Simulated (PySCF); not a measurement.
C2H6NO (SMILES CC(N)=[OH+]), charge +1, singlet, at a GFN2-xTB geometry; HF/pcseg-1 (PySCF).

PySCF was given this input:
```python
from pyscf import gto, scf

mol = gto.M(
    atom='''
O     0.318597    1.282346    0.055518
C     0.045989    0.030480   -0.005547
N     0.971309   -0.890866   -0.039247
C    -1.383354   -0.330034   -0.021039
H     0.728290   -1.872419   -0.084366
H    -1.960376    0.454212   -0.508311
H    -1.563605   -1.288230   -0.499661
H    -1.746483   -0.388630    1.008214
H     1.963033   -0.678155   -0.014999
H     1.255393    1.547845    0.089227
''',
    basis='pcseg-1',
    charge=1,
    spin=0,
    verbose=4,
)

mf = scf.RHF(mol)
mf.kernel()
mf.analyze()
```

Output, abridged:

```
PySCF version 2.14.0

[INPUT] verbose = 4
[INPUT] num. atoms = 10
[INPUT] num. electrons = 32
[INPUT] charge = 1
[INPUT] spin (= nelec alpha-beta = 2S) = 0
[INPUT] symmetry False subgroup None
[INPUT] Mole.unit = angstrom
[INPUT] Symbol           X                Y                Z      unit          X                Y                Z       unit  Magmom
[INPUT]  1 O      0.318597000000   1.282346000000   0.055518000000 AA    0.602061074108   2.423282736932   0.104913814984 Bohr   0.0
[INPUT]  2 C      0.045989000000   0.030480000000  -0.005547000000 AA    0.086906614743   0.057598852277  -0.010482310813 Bohr   0.0
[INPUT]  3 N      0.971309000000  -0.890866000000  -0.039247000000 AA    1.835507992325  -1.683492753687  -0.074166081211 Bohr   0.0
[INPUT]  4 C     -1.383354000000  -0.330034000000  -0.021039000000 AA   -2.614160193322  -0.623673871795  -0.039757947935 Bohr   0.0
[INPUT]  5 H      0.728290000000  -1.872419000000  -0.084366000000 AA    1.376268639259  -3.538359100432  -0.159428634225 Bohr   0.0
[INPUT]  6 H     -1.960376000000   0.454212000000  -0.508311000000 AA   -3.704573741170   0.858336282491  -0.960568576104 Bohr   0.0
[INPUT]  7 H     -1.563605000000  -1.288230000000  -0.499661000000 AA   -2.954785217001  -2.434401885448  -0.944222445126 Bohr   0.0
[INPUT]  8 H     -1.746483000000  -0.388630000000   1.008214000000 AA   -3.300374551209  -0.734404263790   1.905248334952 Bohr   0.0
[INPUT]  9 H      1.963033000000  -0.678155000000  -0.014999000000 AA    3.709594743483  -1.281527220004  -0.028344002142 Bohr   0.0
[INPUT] 10 H      1.255393000000   1.547845000000   0.089227000000 AA    2.372348948696   2.925003133277   0.168614592917 Bohr   0.0

nuclear repulsion = 131.368810009895
number of shells = 24
number of NR pGTOs = 142
number of NR cGTOs = 86
basis = pcseg-1
ecp = {}

******** <class 'pyscf.scf.hf.RHF'> ********
method = RHF
initial guess = minao
damping factor = 0
level_shift factor = 0
DIIS = <class 'pyscf.scf.diis.CDIIS'>
diis_start_cycle = 1
diis_space = 8
diis_damp = 0
SCF conv_tol = 1e-09
SCF conv_tol_grad = None
SCF max_cycles = 50
direct_scf = True
direct_scf_tol = 1e-13
Set gradient conv threshold to 3.16228e-05
Initial guess from minao.
init E= -209.400680693257
  HOMO = -0.329466220216382  LUMO = 0.074620902276012  gap/eV = 10.99577
cycle= 1 E= -208.16158197886  delta_E= 1.24  |g|= 0.623  |ddm|= 2.77
  HOMO = -0.760168009482539  LUMO = -0.167831489205086  gap/eV = 16.11830
cycle= 2 E= -208.247446786317  delta_E= -0.0859  |g|= 0.293  |ddm|= 0.703
  HOMO = -0.702957852219868  LUMO = -0.0790494087048605  gap/eV = 16.97741
cycle= 3 E= -208.265401750281  delta_E= -0.018  |g|= 0.0686  |ddm|= 0.235
  HOMO = -0.698893107859901  LUMO = -0.0719545029052604  gap/eV = 17.05987
cycle= 4 E= -208.266604990101  delta_E= -0.0012  |g|= 0.0201  |ddm|= 0.0726
  HOMO = -0.701928777998037  LUMO = -0.0753346502989518  gap/eV = 17.05049
cycle= 5 E= -208.266714161152  delta_E= -0.000109  |g|= 0.00448  |ddm|= 0.0223
  HOMO = -0.702018444899336  LUMO = -0.0744713558161032  gap/eV = 17.07643
cycle= 6 E= -208.266724078677  delta_E= -9.92e-06  |g|= 0.00148  |ddm|= 0.00674
  HOMO = -0.701926240228254  LUMO = -0.0744462482666903  gap/eV = 17.07460
cycle= 7 E= -208.266725167748  delta_E= -1.09e-06  |g|= 0.000461  |ddm|= 0.00236
  HOMO = -0.702067017011025  LUMO = -0.0744508333804008  gap/eV = 17.07831
cycle= 8 E= -208.266725292689  delta_E= -1.25e-07  |g|= 0.000175  |ddm|= 0.000756
  HOMO = -0.702051257890127  LUMO = -0.0744390802753099  gap/eV = 17.07820
cycle= 9 E= -208.266725304804  delta_E= -1.21e-08  |g|= 3.44e-05  |ddm|= 0.000218
  HOMO = -0.702055317966825  LUMO = -0.0744416594287847  gap/eV = 17.07824
cycle= 10 E= -208.266725305633  delta_E= -8.29e-10  |g|= 1.18e-05  |ddm|= 6.53e-05
  HOMO = -0.702055186219113  LUMO = -0.0744422357465404  gap/eV = 17.07822
Extra cycle  E= -208.266725305704  delta_E= -7.04e-11  |g|= 5.22e-06  |ddm|= 1.83e-05
converged SCF energy = -208.266725305704
**** SCF Summaries ****
Total Energy =                        -208.266725305703886
Nuclear Repulsion Energy =             131.368810009894702
One-electron Energy =                 -535.100218122614478
Two-electron Energy =                  195.464682807015890
Two-electron Coulomb Energy =          222.567045583390779
DFT Exchange-Correlation Energy =      -27.102362776374889
HOMO-LUMO gap [eV] =                    17.078218266460318
**** MO energy ****
MO #1   energy= -20.8402603458942  occ= 2
MO #2   energy= -15.8388104143161  occ= 2
MO #3   energy= -11.6267187786782  occ= 2
MO #4   energy= -11.4315672846897  occ= 2
MO #5   energy= -1.71571924335929  occ= 2
MO #6   energy= -1.50094448732635  occ= 2
MO #7   energy= -1.25268440222756  occ= 2
MO #8   energy= -1.09753569521587  occ= 2
MO #9   energy= -1.03799033365359  occ= 2
MO #10  energy= -0.976380392752211 occ= 2
MO #11  energy= -0.882372613743824 occ= 2
MO #12  energy= -0.852508764428546 occ= 2
MO #13  energy= -0.797028065518818 occ= 2
MO #14  energy= -0.771951390554907 occ= 2
MO #15  energy= -0.760903118786576 occ= 2
MO #16  energy= -0.702055186219113 occ= 2
MO #17  energy= -0.0744422357465404 occ= 0
MO #18  energy= -0.0582611275372447 occ= 0
MO #19  energy= -0.0118130546304256 occ= 0
MO #20  energy= 0.011476731080744  occ= 0
MO #21  energy= 0.0318287308732392 occ= 0
MO #22  energy= 0.0749174001355478 occ= 0
MO #23  energy= 0.0772055638593521 occ= 0
MO #24  energy= 0.155818443975765  occ= 0
 ** Mulliken pop on meta-lowdin orthogonal AOs  **
 ** Mulliken pop  **
 ** Mulliken atomic charges  **
charge of    0O =     -0.39714
charge of    1C =      0.60264
charge of    2N =     -0.32307
charge of    3C =     -0.27353
charge of    4H =      0.28856
charge of    5H =      0.15446
charge of    6H =      0.13374
charge of    7H =      0.15751
charge of    8H =      0.27354
charge of    9H =      0.38329

WARN: System has nonzero charge 1; the dipole moment is origin-dependent.
Location of origin: [0. 0. 0.]

Dipole moment(X, Y, Z, Debye):  2.44804, -1.77766,  0.05943
```
